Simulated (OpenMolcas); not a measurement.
An atom or ion with 38 electrons was computed by MS-CASPT2, IPEA 0.25 Eh, imaginary shift 0.1 Eh with spin-orbit coupling (OpenMolcas, ANO-RCC-VQZP, DKH2). The lowest levels that the run gave, each within 12 % of the measured value where one is at hand:

| J | Parity | E (cm-1) | g |
| --- | --- | --- | --- |
| 0 | even | 0.0 |  |
| 0 | odd | 14150 |  |
| 1 | odd | 14280 | 1.501 |
| 2 | odd | 14550 | 1.501 |
| 1 | odd | 23830 | 1.000 |

Q: Which ion is it, and what are the configurations and terms?

A: Sr (Z = 38, neutral; active space 2 electrons in 8 orbitals (5s 5p 6s 6p)). J, parity and g give the terms where levels are pure, and mixed ones are named by the computed weights; the size of the splittings, set against known spectra of the 38-electron sequence, gives the charge. In order, with the measured energies in cm-1 (NIST Handbook of Basic Atomic Spectroscopic Data): 5s2 1S0, 5s 5p 3P* 0 (14318), 5s 5p 3P* 1 (14504), 5s 5p 3P* 2 (14899), 5s 5p 1P* 1 (21698).

Over all roots computed the reference weight is 0.88 to 0.94; the roots of lowest weight are the least certain, and an intruder state may touch them. The run also gave levels led by 5s 6s, which use shells meant for correlation; these and all levels above them are left out. Computed and measured levels are paired by configuration, term and J; levels that our copy of the source lacks, or whose pairing is in doubt (as where it misses far off the trend of its configuration), stay unpaired and out of the deviations. Only configurations of the active space appear.

* marks odd parity.
